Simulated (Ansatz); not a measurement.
A nudged elastic band was laid between two geometries of Cl₂FH₄HfNO (10 atoms, charge 0, multiplicity 1).

Computed with Ansatz, RKS PBE-D4/def2-SVP.

| Property | Result |
| --- | --- |
| movable images | 7 |
| climbing image | yes |
| spring | 5.0 eV/Å² |
| optimiser | quadratic models (default) |
| start path | through a guess of the saddle point |
| force threshold | 0.03 eV/Å |
| iteration limit | 60 |
| end points | relaxed |

Initial state:

```xyz
10
Properties=species:S:1:pos:R:3
Hf 0.008 0.158 0.238
N -0.165 -0.081 2.273
H -1.056 0.050 2.768
H 0.384 -0.770 2.801
F 1.835 -0.003 -0.377
Cl -1.627 1.623 -0.674
Cl -0.771 -1.943 -0.556
O 1.040 2.148 1.098
H 1.993 2.231 0.896
H 0.977 1.842 2.033
```

Final state:

```xyz
10
Properties=species:S:1:pos:R:3
Hf 0.354 0.446 0.051
N -0.353 0.277 2.387
H -1.297 0.655 2.553
H -0.345 -0.688 2.745
F 1.023 0.666 -1.740
Cl -1.817 1.427 -0.224
Cl 0.599 -1.930 0.266
O 1.704 1.548 0.942
H 2.452 2.031 0.552
H 0.300 0.823 2.968
```

(1) What changes between the two ends?

(2) What energy profile does the band end with?

(3) What is the geometry of the highest image?

(4) What are the harmonic wavenumbers there?

## Answers

(1) Bonds broken: O8–H10. Bonds formed: N2–H10.

(2) It converged. The highest image is number 2 of 0 to 8, 2.2 kcal/mol above the first end and 27.9 kcal/mol above the last; the last end lies 25.8 kcal/mol below the first. A vibrational analysis at the climbing image gives one clearly imaginary mode, 458i cm⁻¹: a first-order saddle point. The orbitals stay closed-shell, which can raise the energy where a bond breaks towards radicals; this wasn't checked here.

```json
{"image": "0", "path coordinate (Å)": "0.00", "energy (kcal/mol)": "0.0", "O8–H10 (Å)": "0.99", "N2–H10 (Å)": "2.25"}
{"image": "1", "path coordinate (Å)": "0.50", "energy (kcal/mol)": "0.5", "O8–H10 (Å)": "1.01", "N2–H10 (Å)": "1.86"}
{"image": "2", "path coordinate (Å)": "0.99", "energy (kcal/mol)": "2.2", "O8–H10 (Å)": "1.11", "N2–H10 (Å)": "1.47"}
{"image": "3", "path coordinate (Å)": "1.67", "energy (kcal/mol)": "-13.7", "O8–H10 (Å)": "1.72", "N2–H10 (Å)": "1.06"}
{"image": "4", "path coordinate (Å)": "2.35", "energy (kcal/mol)": "-20.1", "O8–H10 (Å)": "2.09", "N2–H10 (Å)": "1.03"}
{"image": "5", "path coordinate (Å)": "3.03", "energy (kcal/mol)": "-23.1", "O8–H10 (Å)": "2.32", "N2–H10 (Å)": "1.03"}
{"image": "6", "path coordinate (Å)": "3.71", "energy (kcal/mol)": "-25.3", "O8–H10 (Å)": "2.52", "N2–H10 (Å)": "1.03"}
{"image": "7", "path coordinate (Å)": "4.39", "energy (kcal/mol)": "-25.7", "O8–H10 (Å)": "2.75", "N2–H10 (Å)": "1.03"}
{"image": "8", "path coordinate (Å)": "5.07", "energy (kcal/mol)": "-25.8", "O8–H10 (Å)": "2.57", "N2–H10 (Å)": "1.03"}
```

(3) 
```xyz
10
Properties=species:S:1:pos:R:3
Hf 0.063 0.286 0.121
N -0.073 0.124 2.289
H -1.001 0.229 2.725
H 0.363 -0.690 2.743
F 1.742 0.121 -0.800
Cl -1.621 1.612 -0.873
Cl -0.683 -1.946 -0.229
O 1.075 1.949 1.230
H 2.002 2.244 1.201
H 0.753 1.328 2.093
```

(4) 458i, 55, 98, 111, 131, 133, 182, 228, 331, 347, 355, 375, 557, 569, 621, 638, 683, 892, 1331, 1482, 1969, 3418, 3501, 3750 cm⁻¹.

Run time: 2.5 min on 4 threads of Intel(R) Xeon(R) 6975P-C (Granite Rapids), on a shared host, peak memory 0.22 GiB.
